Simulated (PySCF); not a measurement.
CH9GeN3, SMILES [NH2][Ge]([NH2])([NH2])[CH3].

The structure is a stationary point at PBE-D3(BJ)/def2-SVP. The values are those of a single conformer.

Method: PBE-D3(BJ)/def2-SVP run with PySCF.

Frequencies are harmonic and unscaled.

**Question.** List the normal modes with their intensities. (An estimate is asked for; the answer gives what the named calculation found.)

**Answer.** 
```json
[
 {"mode": "1", "ν (cm⁻¹)": "68", "IR (km/mol)": "0.3", "moving atoms (share of kinetic energy)": "H 98 %"},
 {"mode": "2", "ν (cm⁻¹)": "145", "IR (km/mol)": "5.7", "moving atoms (share of kinetic energy)": "H 98 %"},
 {"mode": "3", "ν (cm⁻¹)": "163", "IR (km/mol)": "1.4", "moving atoms (share of kinetic energy)": "N 52 %, H 26 %, C 20 %"},
 {"mode": "4", "ν (cm⁻¹)": "177", "IR (km/mol)": "4.7", "moving atoms (share of kinetic energy)": "N 41 %, H 36 %, C 22 %"},
 {"mode": "5", "ν (cm⁻¹)": "202", "IR (km/mol)": "10.2", "moving atoms (share of kinetic energy)": "H 57 %, N 23 %, Ge 14 %"},
 {"mode": "6", "ν (cm⁻¹)": "206", "IR (km/mol)": "3.1", "moving atoms (share of kinetic energy)": "N 45 %, H 27 %, Ge 19 %, C 8 %"},
 {"mode": "7", "ν (cm⁻¹)": "223", "IR (km/mol)": "4.0", "moving atoms (share of kinetic energy)": "N 43 %, H 29 %, Ge 23 %"},
 {"mode": "8", "ν (cm⁻¹)": "252", "IR (km/mol)": "66.9", "moving atoms (share of kinetic energy)": "H 57 %, N 34 %"},
 {"mode": "9", "ν (cm⁻¹)": "257", "IR (km/mol)": "16.3", "moving atoms (share of kinetic energy)": "H 89 %, N 10 %"},
 {"mode": "10", "ν (cm⁻¹)": "474", "IR (km/mol)": "161.6", "moving atoms (share of kinetic energy)": "H 72 %, N 27 %"},
 {"mode": "11", "ν (cm⁻¹)": "507", "IR (km/mol)": "332.2", "moving atoms (share of kinetic energy)": "H 71 %, N 27 %"},
 {"mode": "12", "ν (cm⁻¹)": "545", "IR (km/mol)": "3.1", "moving atoms (share of kinetic energy)": "N 55 %, H 42 %"},
 {"mode": "13", "ν (cm⁻¹)": "590", "IR (km/mol)": "15.0", "moving atoms (share of kinetic energy)": "C 58 %, H 25 %, Ge 10 %"},
 {"mode": "14", "ν (cm⁻¹)": "654", "IR (km/mol)": "65.9", "moving atoms (share of kinetic energy)": "N 45 %, H 42 %, Ge 10 %"},
 {"mode": "15", "ν (cm⁻¹)": "657", "IR (km/mol)": "24.7", "moving atoms (share of kinetic energy)": "N 57 %, H 23 %, Ge 20 %"},
 {"mode": "16", "ν (cm⁻¹)": "687", "IR (km/mol)": "45.7", "moving atoms (share of kinetic energy)": "N 57 %, H 23 %, Ge 20 %"},
 {"mode": "17", "ν (cm⁻¹)": "730", "IR (km/mol)": "23.1", "moving atoms (share of kinetic energy)": "H 85 %, C 12 %"},
 {"mode": "18", "ν (cm⁻¹)": "754", "IR (km/mol)": "28.2", "moving atoms (share of kinetic energy)": "H 77 %, C 18 %"},
 {"mode": "19", "ν (cm⁻¹)": "837", "IR (km/mol)": "27.9", "moving atoms (share of kinetic energy)": "H 82 %"},
 {"mode": "20", "ν (cm⁻¹)": "873", "IR (km/mol)": "11.0", "moving atoms (share of kinetic energy)": "H 84 %, N 15 %"},
 {"mode": "21", "ν (cm⁻¹)": "879", "IR (km/mol)": "47.8", "moving atoms (share of kinetic energy)": "H 82 %, N 12 %"},
 {"mode": "22", "ν (cm⁻¹)": "1205", "IR (km/mol)": "14.8", "moving atoms (share of kinetic energy)": "H 79 %, C 21 %"},
 {"mode": "23", "ν (cm⁻¹)": "1384", "IR (km/mol)": "2.5", "moving atoms (share of kinetic energy)": "H 96 %"},
 {"mode": "24", "ν (cm⁻¹)": "1385", "IR (km/mol)": "4.0", "moving atoms (share of kinetic energy)": "H 96 %"},
 {"mode": "25", "ν (cm⁻¹)": "1477", "IR (km/mol)": "19.3", "moving atoms (share of kinetic energy)": "H 91 %, N 9 %"},
 {"mode": "26", "ν (cm⁻¹)": "1499", "IR (km/mol)": "3.8", "moving atoms (share of kinetic energy)": "H 91 %, N 9 %"},
 {"mode": "27", "ν (cm⁻¹)": "1501", "IR (km/mol)": "36.8", "moving atoms (share of kinetic energy)": "H 91 %, N 9 %"},
 {"mode": "28", "ν (cm⁻¹)": "2986", "IR (km/mol)": "4.6", "moving atoms (share of kinetic energy)": "H 97 %"},
 {"mode": "29", "ν (cm⁻¹)": "3089", "IR (km/mol)": "5.6", "moving atoms (share of kinetic energy)": "H 91 %, C 9 %"},
 {"mode": "30", "ν (cm⁻¹)": "3103", "IR (km/mol)": "2.5", "moving atoms (share of kinetic energy)": "H 91 %, C 9 %"},
 {"mode": "31", "ν (cm⁻¹)": "3429", "IR (km/mol)": "3.0", "moving atoms (share of kinetic energy)": "H 96 %"},
 {"mode": "32", "ν (cm⁻¹)": "3430", "IR (km/mol)": "0.5", "moving atoms (share of kinetic energy)": "H 96 %"},
 {"mode": "33", "ν (cm⁻¹)": "3458", "IR (km/mol)": "5.4", "moving atoms (share of kinetic energy)": "H 96 %"},
 {"mode": "34", "ν (cm⁻¹)": "3525", "IR (km/mol)": "6.4", "moving atoms (share of kinetic energy)": "H 92 %, N 8 %"},
 {"mode": "35", "ν (cm⁻¹)": "3525", "IR (km/mol)": "0.1", "moving atoms (share of kinetic energy)": "H 92 %, N 8 %"},
 {"mode": "36", "ν (cm⁻¹)": "3566", "IR (km/mol)": "12.3", "moving atoms (share of kinetic energy)": "H 91 %, N 9 %"}
]
```
